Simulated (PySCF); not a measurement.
A calculated (CAM-B3LYP, PySCF 2.14, x2c-TZVPPall, scalar relativity by spin-free X2C-1e) atom or ion has these occupied shells.

```csv
shell,electrons,orbital energy (eV),"rms radius, mean of both spins (bohr)"
1s α,1,-51828.6,0.0245
1s β,1,-51828.6,0.0245
2s α,1,-8617.0,0.0990
2s β,1,-8616.9,0.0990
2p α,3,-7671.4,0.0890
2p β,3,-7671.4,0.0890
3s α,1,-1923.3,0.256
3s β,1,-1921.2,0.256
3p α,3,-1629.3,0.256
3p β,3,-1627.2,0.256
3d α,5,-1238.6,0.235
3d β,5,-1236.8,0.235
4s α,1,-388.56,0.576
4s β,1,-383.51,0.576
4p α,3,-291.02,0.612
4p β,3,-285.83,0.612
4d α,5,-155.00,0.674
4d β,5,-149.29,0.674
5s α,1,-52.500,1.42
5s β,1,-50.258,1.42
5p α,3,-28.521,1.69
5p β,3,-26.862,1.69
4f α,7,-8.048,1.02
6s α,1,-5.065,4.51
6s β,1,-4.918,4.51
4f β,2,-4.499,1.02
```

(1) Name the element and its charge.

## Answers

(1) Tb (terbium, neutral), in [Xe] 4f9 6s2, one real determinant.
